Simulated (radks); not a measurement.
Effect of the nuclear size on neutral lanthanum, [Xe] 5d1 6s2. Calculated with a radial shooting solver on a logarithmic mesh with Libxc functionals: Dirac Kohn-Sham, BLYP, spin-unpolarised, spherical densities, finite nucleus; open shells are shared between the two j in proportion to 2j + 1; Fermi nuclear charge, rms radius 4.855 fm. The rms radius is varied about that value; shifts are against it.

rms radius (fm)  total energy shift (eV)  density at nucleus (e/bohr^3)  1s1/2 shift (meV)  2s1/2 shift (meV)  5s1/2 shift (meV)  5p1/2 shift (meV)  6s1/2 shift (meV)  5d5/2 shift (meV)  6p1/2 (empty) shift (meV)
3.8937                             -3.37                      3.678e+05              -1400               -170              -1.19              0.234             -0.077              0.137                      0.052
4.4375                             -1.54                      3.582e+05               -639              -77.4             -0.542              0.107             -0.035              0.063                      0.024
4.855                                  0                      3.518e+05              0.000              0.000              0.000              0.000              0.000              0.000                      0.000
5.2822                              1.69                      3.459e+05                701               84.9              0.595             -0.117              0.038             -0.069                     -0.026
6.059                               5.04                      3.365e+05               2100                254               1.78             -0.350              0.115             -0.205                     -0.078

Slopes of the eigenvalues against <r^2> in GHz/fm^2, as finite differences over the two radii next to the reference (eigenvalue slopes, not the field-shift constants of lines): 1s1/2 39500, 2s1/2 4780, 5s1/2 33.5, 5p1/2 -6.59, 6s1/2 2.16, 5d5/2 -3.86, 6p1/2 (empty) -1.48.
